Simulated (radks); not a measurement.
Results of a calculation; reference values are marked as such.
Removal energies from the thulium ion Tm+, [Xe] 4f(5/2: 6, 7/2: 7) 6s1, by Delta-SCF beside the eigenvalue of the level emptied. Level of theory: Dirac Kohn-Sham, BLYP, spin-unpolarised, spherical densities, finite nucleus; Fermi nuclear charge, rms radius of each element as measured or else 0.836 A^(1/3) + 0.57 fm (a radial shooting solver on a logarithmic mesh with Libxc functionals). Sub-shells are occupied by j as written (lower j first in brackets).

6s1/2: final configuration [Xe] 4f(5/2: 6, 7/2: 7); Delta-SCF (eV) 12.247; -eigenvalue (eV) 9.226
4f7/2: final configuration [Xe] 4f(5/2: 6, 7/2: 6) 6s1; Delta-SCF (eV) 17.082; -eigenvalue (eV) 9.020
4f5/2: final configuration [Xe] 4f(5/2: 5, 7/2: 7) 6s1; Delta-SCF (eV) 18.353; -eigenvalue (eV) 10.216
5p3/2: final configuration [Kr] 4d10 4f(5/2: 6, 7/2: 7) 5s2 5p(1/2: 2, 3/2: 3) 6s1; Delta-SCF (eV) 37.975; -eigenvalue (eV) 31.804
